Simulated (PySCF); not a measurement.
## Worked example for `[O]CC1=CCCC1` (C6H9O•): electron affinity to the singlet anion

The parent is a doublet.

These are calculated values, ωB97X-D3(BJ)/ma-def2-SVP in PySCF (grid level 2) at geometries from GFN2-xTB. The prefix ma- adds one diffuse s and one diffuse p function on all atoms but H. ωB97X-D3(BJ) is ωB97X-V with D3(BJ) in place of VV10. Zero-point energies come from unscaled GFN2-xTB harmonic frequencies.

| state | structure | E / Eh |
| --- | --- | --- |
| parent | parent | -309.109564 |
| singlet anion | parent | -309.171831 |
| singlet anion | singlet anion | -309.176069 |
| parent | singlet anion | -309.102815 |

Zero-point energy of the singlet anion less that of the parent: -0.035 eV. 1 Eh = 27.2114 eV.

Work out the vertical and adiabatic electron affinity.

Vertical: (-309.109564) − (-309.171831) = 0.062267 Eh = 1.69 eV. Adiabatic: 0.066505 Eh = 1.810 eV, and 1.84 eV with zero-point energy.

Note: ma-def2-SVP is a small basis, whose errors can reach tens of kJ/mol.
